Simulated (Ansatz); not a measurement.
`COBO[SiH3]` and `[SiH3]OBS` differ in one atom or group.

Ansatz, PBE0-D4/def2-TZVP geometries, multiplicity 1. Each molecule was computed in one conformer, which needn't be the lowest.

| property | `COBO[SiH3]` |
| --- | --- |
| HOMO energy (PBE0/def2-TZVPP) / eV | -8.70 |
| HOMO energy (PBE/def2-TZVPP) / eV | -7.21 |
| LUMO energy (PBE/def2-TZVPP) / eV | -0.46 |
| size of the dipole moment (B3LYP/def2-TZVPP) / D | 1.64 |
| size of the dipole moment (PBE/def2-TZVPP) / D | 1.59 |
| HOMO–LUMO gap (PBE/def2-TZVPP) / eV | 6.75 |

Problem. What does the change do to each property? (Best estimate.)

Solution. Ansatz gave: 
```
                                        property  `[SiH3]OBS`  shift
              HOMO energy (PBE0/def2-TZVPP) / eV        -7.91   0.79
               HOMO energy (PBE/def2-TZVPP) / eV        -6.70   0.51
               LUMO energy (PBE/def2-TZVPP) / eV        -1.28  -0.82
size of the dipole moment (B3LYP/def2-TZVPP) / D         1.67   0.03
  size of the dipole moment (PBE/def2-TZVPP) / D         1.71   0.12
             HOMO–LUMO gap (PBE/def2-TZVPP) / eV         5.42  -1.33
```

With PBE0 the HOMO rises by 0.79 eV and the LUMO falls by 0.75 eV, so the gap narrows by about 1.54 eV. PBE moves the HOMO by 0.51 eV and ωB97M-V by 0.95 eV. Dipoles are sizes alone; their direction can turn.

Positive LUMOs are unbound, so they and the gaps depend on the basis.

B3LYP here is the variant with VWN-RPA as its local correlation; programs differ in this.
